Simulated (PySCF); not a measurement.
# Simulated absorption spectrum

C7H11N3.
SMILES: `CC(C)(C)C1=NN=NC=C1`

The calculation used TDDFT CAM-B3LYP/def2-SVPD, vertical, gas phase, core orbitals frozen in the response in PySCF. Isolated species at its PBE0-D3(BJ)/def2-SVP geometry, gas phase. Torsions of this conformer, `[CH3:1][C:2]([CH3:3])([CH3:4])[c:5]1[cH:6][cH:7][n:8][n:9][n:10]1`: C1–C2–C5–C6 121°.

Broadening: Gaussians 0.5 eV wide at half height, area fixed by f = 4.319×10⁻⁹ ∫ε dν̃. The cross-section is σ = 3.8235×10⁻²¹ ε cm², given in Mb (10⁻¹⁸ cm²). The width is an assumption, not a result. The curve ends short of the highest state used, and states not computed would add to its high-energy end.

(E (eV), σ (Mb)): (2.95, 0.00), (3.09, 0.02), (3.22, 0.08), (3.36, 0.27), (3.49, 0.61), (3.63, 0.94), (3.76, 0.97), (3.90, 0.66), (4.03, 0.33), (4.17, 0.20), (4.30, 0.36), (4.44, 0.76), (4.57, 1.10), (4.70, 1.09), (4.84, 0.72), (4.97, 0.33), (5.11, 0.09), (5.24, 0.03), (5.38, 0.05), (5.51, 0.16), (5.65, 0.45), (5.78, 0.79), (5.92, 1.00), (6.05, 1.14), (6.19, 2.10), (6.32, 4.66), (6.46, 8.50), (6.59, 10.52), (6.73, 10.38), (6.86, 14.03)

Question: Where are the band maxima, and which computed states make them?

Answer: 335 nm (3.70 eV), ε about 260, made up of S1 (100%); 268 nm (4.63 eV), ε about 300, made up of S4 (100%); 187 nm (6.62 eV), ε about 2800, made up of S6 (95%) (hardly more than a shoulder) (ε in L mol⁻¹ cm⁻¹; maxima over ε = 5, shares over 10%). At its high-energy end, 6.86 eV, the curve is still rising (ε about 3700, from S6, S7 and S9). The states used: S1 3.70 eV (f 0.0049); S2 4.18 eV (f 0.0000); S3 4.28 eV (f 0.0000); S4 4.63 eV (f 0.0056); S5 5.91 eV (f 0.0045); S6 6.59 eV (f 0.049); S7 7.16 eV (f 0.034); S8 7.23 eV (f 0.0009); S9 7.37 eV (f 0.484); S10 7.46 eV (f 0.287).

Question: On this curve, what absorbance would a 10⁻³ mol/L sample give at 308 nm over a 1 cm path?

Answer: 308 nm is 4.025 eV, where ε is about 88 L mol⁻¹ cm⁻¹, so A = ε c l ≈ 0.088 (Beer–Lambert, with the gas-phase spectrum and the assumed width).

Question: What would ε be at 6.62 eV, the highest of these maxima, with half the width (0.25 eV)?

Answer: About 5130 L mol⁻¹ cm⁻¹ against 2770, a factor of about 1.9; a lone state at its own centre would give exactly 2.

Question: Coming from long wavelengths, where does ε first pass 100 L mol⁻¹ cm⁻¹?

Answer: At about 364 nm (3.41 eV), 0.29 eV below S1.

The vertical ionisation energy (ΔSCF) is 9.29 eV, 1.83 eV above S10.
